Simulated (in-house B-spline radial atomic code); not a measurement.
Configurations of neutral indium, with energies counted from [Kr] 4d10 5s2 5p1. All numbers are computed (scalar-relativistic (X2C) r2SCAN0, spin-polarised, spherical fractional occupations; Fermi nucleus of rms radius 4.6156 fm) with an all-electron radial atomic-structure program (B-spline basis), not measured. Shells without spins written out take the highest spin.

Caution: exact exchange at fractional occupations of open shells leaves self-interaction of up to several eV.

Occupations are held fixed; configurations that lie above the ionisation limit could autoionise.

```
                                                            configuration  E - E(ref) (eV)  highest orbital  its <r> (bohr)
                                           [Kr] 4d10 5s2 6f(0 up, 1 down)           4.6888          6f down           48.88
                                                    [Kr] 4d10 5s1 5p1 6s1           8.0278            6s up           7.369
                                                    [Kr] 4d10 4f1 5s1 5p1           10.163            4f up           19.04
                                                         [Kr] 4d9 5s2 5p2           19.881            5p up           3.239
[Ar] 3d10 4s2 4p(3 up, 2 down) 4d10 5s2 5p(1 up, 0 down) 5f(0 up, 1 down)            90.49          5f down           32.48
                                        [Ar] 3d9 4s2 4p6 4d10 4f1 5s2 5p1           461.55            4f up           19.11
                                        [Ar] 3d9 4s2 4p6 4d10 5s2 5p1 5f1           461.79            5f up           32.19
```

Task: Order these further configurations by energy, lowest first.
A. [Kr] 4d10 5s1 5p1 6p1
B. [Ar] 3d10 4s2 4p(2 up, 3 down) 4d10 5s2 5p(1 up, 1 down)
C. [Ar] 3d9 4s2 4p6 4d10 5s2 5p1 6d1
D. [Kr] 4d10 5s2 6p(1 up, 0 down)
E. [Kr] 4d9 5s2 5p1 6f1

Result: D (3.3035 eV), A (9.091 eV), E (27.005 eV), B (84.921 eV), C (461.38 eV).

Task: How far above the reference does [Ar] 3d10 4s2 4p5 4d10 5s2 5p1 5f1 lie?

Result: 90.485 eV; its least bound orbital is 5f up with <r> = 32.18 bohr.

Task: How far above the reference does [Kr] 4d9 5s2 5p1 6p1 lie?

Result: 25.496 eV; its least bound orbital is 6p up with <r> = 9.926 bohr.
